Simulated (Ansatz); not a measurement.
Consider the redistribution: `Cl[SiH2][ZnH]` + `C[O][Sn]([CH3])([F])[S]C` → `[CH3][Zn][SiH2]Cl` + `C[O][Sn]([CH3])([F])[SH]`.

Computed with Ansatz on PBE0-D4/def2-TZVP structures; ΔE is electronic, products minus reactants. CCSD(T)/CBS is the MP2 limit (def2-TZVPP, def2-QZVPP) plus CCSD(T) − MP2 in def2-TZVPP, frozen cores. Functionals use def2-TZVPP. def2 core potentials past Kr. For Sn, Zn outer-core shells are correlated without core-valence functions, which leaves a few kJ/mol of doubt a bond. Scalar relativity is left out up to krypton. One conformer a species, not always the lowest.

```json
{"level": "B2PLYP", "ΔE (kcal/mol)": "-12.6"}
{"level": "HF/def2-QZVPP", "ΔE (kcal/mol)": "-10.3"}
{"level": "SCS-MP2/def2-QZVPP", "ΔE (kcal/mol)": "-12.1"}
{"level": "HF/CBS(def2)", "ΔE (kcal/mol)": "-10.3"}
```

What does CCSD(T)/CBS give? (An estimate is asked.)

The calculation gave: -12.2 kcal/mol. The listed levels differ from it by -0.4, 1.9, 0.1, 1.9 kcal/mol.

Largest T1 diagnostic among the species: 0.014.

The D4 term adds +1.8 kcal/mol with B3LYP and +1.0 kcal/mol with PBE0; it sums over pairs of atoms, weighted by their polarisabilities, and B3LYP, whose exchange is more repulsive, gets the larger term. In def2-TZVPP, CCSD(T) changes the Hartree–Fock value by −1.9 kcal/mol (the triples alone add +0.0 kcal/mol) and MP2 by −2.9 kcal/mol.

B3LYP here is the variant with VWN-RPA as its local correlation; programs differ in this.
